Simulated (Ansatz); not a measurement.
The C2–H6 bond of CH6Ge (SMILES [CH3][GeH3]) is stretched (multiplicity 1, the rest rigid).
Geometry at rest (charge 0, multiplicity 1):
```xyz
8

Ge    -0.3884     0.0464    -0.0085
C      1.5631    -0.1868     0.0343
H     -1.0136    -0.8660    -1.0809
H     -0.7462     1.5081    -0.3384
H     -1.0010    -0.3122     1.3588
H      1.8133    -1.2212     0.2678
H      2.0026     0.4595     0.7934
H      1.9937     0.0675    -0.9337
```

Cores are frozen in the correlated methods. Filled d and f shells under p-block atoms count as core.

The values were computed with Ansatz (an electronic-structure program). 

FIC-MRCISD+Q on CASSCF(2,2)/cc-pVTZ, total energies (hartree):

```csv
R (Å),CASSCF,MRCISD,weight c² of the reference
1.090,-2116.791068,-2117.097132,0.89553
1.907,-2116.689009,-2116.984293,0.89431
3.487,-2116.629521,-2116.917359,0.89588
```

Task: Add the Davidson correction (E_MRCISD − E_CASSCF)(1 − c²)/c² and give the energies above the first point at the three levels.

Result: 
Corrections (hartree): -0.035706, -0.034898, -0.033452. Above the first point (kcal/mol):
- R = 1.907 Å: CASSCF 64.0, MRCISD 70.8, with the correction 71.3
- R = 3.487 Å: CASSCF 101.4, MRCISD 112.8, with the correction 114.2
